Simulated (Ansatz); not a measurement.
One change: `CCBBO` becomes `CCBB[SiH3]`.

Ansatz, PBE0-D4/def2-TZVP geometries, multiplicity 1. Each molecule was computed in one conformer, which needn't be the lowest.

```
                                          property  `CCBBO`
               HOMO–LUMO gap (PBE/def2-TZVPP) / eV     3.66
                 HOMO energy (PBE/def2-TZVPP) / eV    -6.06
               HOMO energy (B3LYP/def2-TZVPP) / eV    -7.25
size of the dipole moment (ωB97M-V/def2-TZVPP) / D     1.90
    size of the dipole moment (PBE/def2-TZVPP) / D     1.87
  size of the dipole moment (B3LYP/def2-TZVPP) / D     1.89
```

**Question.** Give the same properties after the change, and the shifts. (Best estimate.)

**Answer.** The calculation gave: 
```tsv
property	`CCBB[SiH3]`	shift
HOMO–LUMO gap (PBE/def2-TZVPP) / eV	3.42	-0.24
HOMO energy (PBE/def2-TZVPP) / eV	-6.43	-0.37
HOMO energy (B3LYP/def2-TZVPP) / eV	-7.48	-0.23
size of the dipole moment (ωB97M-V/def2-TZVPP) / D	0.82	-1.08
size of the dipole moment (PBE/def2-TZVPP) / D	0.86	-1.01
size of the dipole moment (B3LYP/def2-TZVPP) / D	0.81	-1.08
```

With PBE0 the HOMO falls by 0.24 eV and the LUMO falls by 0.64 eV, so the gap narrows by about 0.40 eV. PBE moves the HOMO by -0.37 eV and ωB97M-V by -0.14 eV. Dipoles are sizes alone; their direction can turn.

B3LYP here is the variant with VWN-RPA as its local correlation; programs differ in this.
